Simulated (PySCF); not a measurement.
# The third ionisation energy along group 15

All values are computed (PySCF 2.14, energy differences of UHF-based or UKS calculations, no spin-orbit coupling). Values in eV. The last column holds reference values (NIST; (s) semi-empirical, (t) theoretical, else measured). Unmarked ones compare directly (S terms, centres of terms, or small fine structure); those marked * lie between the lowest fine-structure levels and include a spin-orbit shift.

```
                                 element                               configurations     UHF  CCSD(T) (valence and next inner shell)     LDA    PBE0  MP2 (valence)  CCSDT (valence)         reference
     N (aug-cc-pwCVDZ, non-relativistic)                      [He] 2s2 2p1 → [He] 2s2  47.154                                  46.959  47.715  47.872         47.178           46.940      47.445 (s) *
     P (aug-cc-pwCVDZ, non-relativistic)                      [Ne] 3s2 3p1 → [Ne] 3s2  29.570                                     n/a  30.210  30.267         29.763           29.910          30.203 *
As (aug-cc-pwCVDZ-PP with ECP10MDF, ECP)            [Ar] 3d10 4s2 4p1 → [Ar] 3d10 4s2  27.462                                  27.862  28.117  28.021         27.655           27.766  28.349 ± 0.012 *
Sb (aug-cc-pwCVDZ-PP with ECP28MDF, ECP)            [Kr] 4d10 5s2 5p1 → [Kr] 4d10 5s2  24.117                                  24.461  24.909  24.728         24.278           24.372          25.323 *
Bi (aug-cc-pwCVDZ-PP with ECP60MDF, ECP)  [Xe] 4f14 5d10 6s2 6p1 → [Xe] 4f14 5d10 6s2  23.017                                  23.332  23.859  23.644         23.168           23.234          25.571 *
```

"Valence" correlates the outer s and p shells and, in groups 3 to 12 and the f block, the outer d or f shell, open or full, or the next shell where the ion has no valence electron left; the wider scheme adds the next inner shell.
